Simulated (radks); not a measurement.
The numbers below are computed, except where a source is named.
Species: neutral gadolinium. Configuration: [Xe] 4f7 5d1 6s2. Level of theory: scalar-relativistic Kohn-Sham, PBE, spin-polarised, spherical densities, point nucleus; open shells are filled with parallel spins first (a radial shooting solver on a logarithmic mesh with Libxc functionals).

X-ray form factor f0, the Fourier transform of the density (f0(0) = 64):

| sin(theta)/lambda (1/angstrom) | f0 (electrons) |
|---|---|
| 0.05 | 62.607 |
| 0.1 | 59.481 |
| 0.15 | 55.992 |
| 0.2 | 52.540 |
| 0.25 | 49.162 |
| 0.3 | 45.926 |
| 0.4 | 40.170 |
| 0.5 | 35.444 |
| 0.6 | 31.520 |
| 0.8 | 25.339 |
| 1 | 20.972 |
| 1.25 | 17.488 |
| 1.5 | 15.206 |
| 2 | 11.586 |
